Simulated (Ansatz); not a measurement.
Consider the hydrogenolysis of a Mg–O bond: `C[CH](C)[Mg][OH]` + H₂ → `C[CH](C)[MgH]` + H₂O.

Program: Ansatz. Geometries: PBE0-D4/def2-TZVP. ΔE: electronic, gas phase. CCSD(T)/CBS adds triple-zeta CCSD(T) − MP2 to the extrapolated MP2 energy (def2 sets, frozen cores). This one scheme is used for every species. Functionals use def2-TZVPP. B3LYP here is the variant with VWN-RPA as its local correlation; programs differ in this. For Mg outer-core shells are correlated without core-valence functions, which leaves a few kJ/mol of doubt a bond. One conformer a species, not always the lowest.

(1) Is it downhill or uphill in electronic energy at CCSD(T)/CBS, and by how much? (An estimate is asked.)

(2) What do these levels give: PBE-D4, BLYP-D4, revPBE, BLYP, B3LYP, LC-ωPBE, HF/def2-SVP, HF/def2-TZVPP, MP2/def2-TZVPP, SCS-MP2/def2-TZVPP, CCSD/def2-TZVPP, MP2/CBS(def2)? (Estimate.)

Largest T1 diagnostic among the species: 0.010.

Answers

(1) Ansatz gave: Uphill: ΔE = +26.3 kcal/mol.

(2) Ansatz gave: PBE-D4 23.6, BLYP-D4 25.7, revPBE 23.3, BLYP 25.7, B3LYP 24.9, LC-ωPBE 24.3, HF/def2-SVP 23.4, HF/def2-TZVPP 21.4, MP2/def2-TZVPP 27.3, SCS-MP2/def2-TZVPP 26.3, CCSD/def2-TZVPP 23.9, MP2/CBS(def2) 29.3 kcal/mol.

In def2-TZVPP, CCSD(T) changes the Hartree–Fock value by +3.0 kcal/mol (the triples alone add +0.5 kcal/mol) and MP2 by +5.9 kcal/mol. From r2SCAN to r2SCAN0 (25 % exact exchange), in def2-TZVPP and without D4, ΔE moves by −1.2 kcal/mol. Leaving LDA and LC-ωPBE aside and taking each functional with its dispersion term where it has one, the values, not all of them listed here, spread over 6.5 kcal/mol, from B97M-V to r2SCAN-D4.
